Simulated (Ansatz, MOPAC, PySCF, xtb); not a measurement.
Complex: H2S (SMILES S) (first 3 atoms) with CH2O2 (SMILES O=CO); geometry from B3LYP-D3(BJ)/def2-TZVP, rigid monomers moved along the line of their centres of mass till S1···H8 is 2.15 Å.
(charge 0, multiplicity 1):
```
atom    x (Å)    y (Å)    z (Å)
----  -------  -------  -------
S      0.1716   0.5064  -0.4256
H      0.0905  -0.7136   0.1382
H     -1.1555   0.5707  -0.6241
O     -0.1863  -1.3389   2.2252
C     -0.2014  -0.4063   2.9846
O     -0.0856   0.8788   2.6487
H     -0.3153  -0.5013   4.0726
H      0.0163   0.9496   1.6725
```

Monomers are frozen at their geometry in the pair; levels with a basis set take the counterpoise correction. Rows marked so take none.

Rows in 3-21G carry no dispersion term and start afresh at each structure. The state reached by PM6 isn't checked.

Codes used: Ansatz (Gaussian orbitals); MOPAC for PM6 (differences of heats of formation); PySCF for 3-21G rows; xtb for the GFN methods. Each number belongs to the level named beside it.

Q: One of these levels gives 0.43 kcal/mol for the interaction energy. Which one is it?
(A) HF/aug-cc-pV(D+d)Z
(B) GFN-FF
(C) B3LYP/3-21G (no counterpoise)
(D) PM6

A: A, HF/aug-cc-pV(D+d)Z. The others give -4.31 (GFN-FF), -3.17 (PM6), -8.31 (B3LYP/3-21G (no counterpoise))

Ansatz is a first-principles code.
